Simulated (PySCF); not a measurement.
**Nickel: highly charged ions in a basis for the neutral atom**

Ni(17+) [Ne] 3s1, Ni(18+) [Ne]. Calculation: PySCF 2.14, in def2-SVP (5s3p2d1f, 31 functions); no relativity, point nucleus. No spin-orbit coupling, so a gap to NIST mixes the basis error with missing relativistic terms.

Changed run: basis of the neutral atom used for a highly charged ion. This setting is unsound on purpose.

```tsv
species	method	sound run (hartree)	changed run (hartree)	converged
Ni(17+)	UHF	not run	-1359.29377	yes
Ni(17+)	B3LYP	not run	-1359.61815	yes
Ni(17+)	MN15	not run	-1359.65140	yes
Ni(18+)	UHF	not run	-1337.89152	yes
Ni(18+)	B3LYP	not run	-1338.13018	yes
Ni(18+)	MN15	not run	-1338.28042	yes
```

Ionisation energy of Ni(17+):

```
method  changed run (eV)  NIST (eV)
   UHF            582.38     607.02
 B3LYP            584.72     607.02
  MN15            581.53     607.02
```

The contracted functions were made for the neutral atom and can be too rigid for a highly charged ion.
